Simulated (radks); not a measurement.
Values are calculated unless marked as measured or tabulated.
Species: As. Configuration: [Ar] 3d10 4s2 4p3.

Code: a radial shooting solver on a logarithmic mesh with Libxc functionals. Model: Dirac Kohn-Sham, AM05, spin-unpolarised, spherical densities, finite nucleus; open shells are shared between the two j in proportion to 2j + 1; Fermi nuclear charge, rms radius 4.0968 fm.

Energy parts (eV):
total: -61443.998
kinetic: 62810.942
electron-nucleus: -148401.298
Hartree: 26343.960
exchange-correlation: -2197.602

Orbitals (lengths in bohr, moments of r in powers of bohr; r(max) is where P^2 peaks):
[
 {"orbital": "1s1/2", "occ.": "2", "eigenvalue (eV)": "-11696.42", "r(max)": "0.02977", "<r^4>": "0.00002007", "<1/r>": "33.43", "<r>": "0.04555"},
 {"orbital": "2s1/2", "occ.": "2", "eigenvalue (eV)": "-1483.842", "r(max)": "0.1704", "<r^4>": "0.004087", "<1/r>": "7.406", "<r>": "0.2028"},
 {"orbital": "2p1/2", "occ.": "2", "eigenvalue (eV)": "-1326.509", "r(max)": "0.1343", "<r^4>": "0.002846", "<1/r>": "7.374", "<r>": "0.1748"},
 {"orbital": "2p3/2", "occ.": "4", "eigenvalue (eV)": "-1290.037", "r(max)": "0.1373", "<r^4>": "0.003051", "<1/r>": "7.160", "<r>": "0.1785"},
 {"orbital": "3s1/2", "occ.": "2", "eigenvalue (eV)": "-189.5422", "r(max)": "0.5224", "<r^4>": "0.2753", "<1/r>": "2.392", "<r>": "0.5991"},
 {"orbital": "3p1/2", "occ.": "2", "eigenvalue (eV)": "-136.6958", "r(max)": "0.5156", "<r^4>": "0.3318", "<1/r>": "2.270", "<r>": "0.6105"},
 {"orbital": "3p3/2", "occ.": "4", "eigenvalue (eV)": "-131.6701", "r(max)": "0.5242", "<r^4>": "0.3556", "<1/r>": "2.218", "<r>": "0.6212"},
 {"orbital": "3d3/2", "occ.": "4", "eigenvalue (eV)": "-41.1117", "r(max)": "0.4742", "<r^4>": "0.7864", "<1/r>": "1.917", "<r>": "0.6755"},
 {"orbital": "3d5/2", "occ.": "6", "eigenvalue (eV)": "-40.3818", "r(max)": "0.4770", "<r^4>": "0.8101", "<1/r>": "1.903", "<r>": "0.6803"},
 {"orbital": "4s1/2", "occ.": "2", "eigenvalue (eV)": "-14.4558", "r(max)": "1.616", "<r^4>": "31.29", "<1/r>": "0.6818", "<r>": "1.938"},
 {"orbital": "4p1/2", "occ.": "1", "eigenvalue (eV)": "-5.3433", "r(max)": "1.957", "<r^4>": "105.7", "<1/r>": "0.5249", "<r>": "2.510"},
 {"orbital": "4p3/2", "occ.": "2", "eigenvalue (eV)": "-5.0663", "r(max)": "1.996", "<r^4>": "115.6", "<1/r>": "0.5131", "<r>": "2.564"}
]

The highest occupied level is 4p3/2 at -5.066 eV. Summed over all electrons, <r^2> = 41.45 bohr^2, which gives a Langevin (diamagnetic) susceptibility term of -32.8 x 10^-6 cm^3/mol. For comparison, the ionisation energy in NIST's Atomic Spectra Database is 9.789 eV (measured). In exact Kohn-Sham theory the highest level is minus the ionisation energy, but local and semilocal functionals leave it too shallow, through self-interaction and a potential that decays too fast; potentials with the right tail come closer. The electron density at the nucleus is 3.542e+04 e/bohr^3.

Beside tabulated values, note that spin-unpolarised runs miss the spin-polarisation part of the exchange energy of open shells.
